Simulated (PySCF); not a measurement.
# Two-component Hartree-Fock for Ga (gallium, neutral)

Start: [Ar] 3d10 4s2 5s1; 5s1/2 filled at m_j = +1/2. Calculated with PySCF 2.14 in x2c-SVPall-2c with one added diffuse shell each of s, p, d type (6s7p4d, 47 functions): generalised Hartree-Fock with the X2C-1e Hamiltonian and a Gaussian nucleus; one run each with spin-orbit coupling (SO) switched off, then screened by Boettger's factors. This is a chosen level, not necessarily the ground level.

```tsv
spinor shell	electrons	ε, spin-free (eV)	ε, screened SO (eV)	weight of nominal j (screened SO)	rms radius, screened SO (bohr)
1s1/2	2	-10441.3	-10441.2	1.000	0.0561
2s1/2	2	-1344.2	-1344.2	1.000	0.236
2p1/2	2	-1166.5	-1185.5	1.000	0.209
2p3/2	4	-1166.5	-1157.3	1.000	0.212
3s1/2	2	-182.85	-182.84	1.000	0.699
3p1/2	2	-126.91	-129.58	1.000	0.731
3p3/2	4	-126.91	-125.61	1.000	0.741
3d3/2	4	-35.538	-35.851	1.000	0.894
3d5/2	6	-35.538	-35.330	1.000	0.900
4s1/2	2	-14.762	-14.762	1.000	2.49
5s1/2	1	-2.642	-2.642	1.000	7.27
```

```
   quantity    spin-free  screened SO
E (hartree)  -1941.73006  -1941.78013
        M_J          1/2          1/2
       ⟨J²⟩        0.750        0.750
       ⟨L²⟩        0.000        0.002
       ⟨S²⟩        0.750        0.752
```

Without spin-orbit coupling the j labels of p, d and f shells carry no meaning; the spin-free column gives the mean over the occupied spinors of each nl shell.
